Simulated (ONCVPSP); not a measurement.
Building the ONCV potential for Ni (LDA (Perdew-Zunger), scalar-relativistic).

Ni (Z = 28), optimised norm-conserving Vanderbilt (ONCV), made with ONCVPSP 4.0.1 (LDA (Perdew-Zunger), scalar-relativistic). Core [Ar], reference 3d8 4s1.75 (charge +0.25). Waves: 4s: rc 2.25 bohr, ncon 3, nbas 8, qcut 3.9 1/bohr, 2 projectors, debl 0.4 Ha; p scattering state at 0.14 Ha: rc 2.40 bohr, ncon 4, nbas 9, qcut 4.5 1/bohr, 3 projectors, debl 1.5 Ha; 3d: rc 1.65 bohr, ncon 5, nbas 10, qcut 8.9 1/bohr, 2 projectors, debl 2.7 Ha. Local part: polynomial inside 1.25 bohr (lpopt 5, dvloc0 -1 Ha). Core correction: none.

In the p channel the program set the typed energies aside and used 0.050, 1.550, 3.050 Ha.

Question: Does the generator finish with these settings?

Answer: Yes, a potential is produced and its reference levels are reproduced.

Question: Estimate the cutoffs (Ha) at which the residual kinetic energy of the hardest occupied pseudo-wave falls to 1 and 0.1 mHa per electron.

Answer: 36 Ha and 53 Ha.

Question: What does a ghost test show?

Answer: Ghosts flagged at negative energy: s at -16.9 eV; GHOST(+) flagged for p at 140.1 eV. A true bound ghost makes a file unfit for plane-wave use.

Question: Which valence shell sets the plane-wave cutoff?

Answer: 3d: 36 Ha for 1 mHa per electron, against 5 Ha for 4s.

Question: Tests: 3d8 4s2; 3d8 4s1; 3d8 4s0; 3d9 4s0. Which has the largest error in its energy relative to the reference configuration, and how large is it?

Answer: 3d9 4s0, with -36 meV (all-electron minus pseudo) on +4.87 eV.
